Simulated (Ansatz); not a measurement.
Cartesian coordinates in Å:
```
O -0.401 0.874 1.519
Si -0.165 1.164 -0.098
Ge 0.514 -1.003 -0.839
O -0.278 -2.142 0.292
H -0.755 1.580 2.062
H 0.863 2.220 -0.321
H -1.425 1.626 -0.746
H 0.020 -1.397 -2.240
H 2.044 -1.202 -0.772
H -0.416 -1.720 1.145
```

Total charge 0; spin multiplicity 1.

Question: List the r2SCAN/def2-TZVPP orbital energies in eV (Ansatz 0.2.0). (Estimate.)

Answer: The calculation gave: Occupied: -10834.30, -1791.70, -1349.38, -1199.43, -1199.42, -1199.42, -516.25, -515.37, -167.59, -142.08, -117.32, -117.26, -117.25, -96.97, -96.93, -96.91, -30.74, -30.56, -30.55, -30.51, -30.49, -26.78, -25.38, -15.11, -13.94, -12.20, -11.32, -9.86, -9.46, -9.03, -8.71, -7.87, -7.34, -6.75. Lowest empty: -1.33, -0.06, 0.35, 0.99, 1.22, 1.72, 1.85, 2.60.
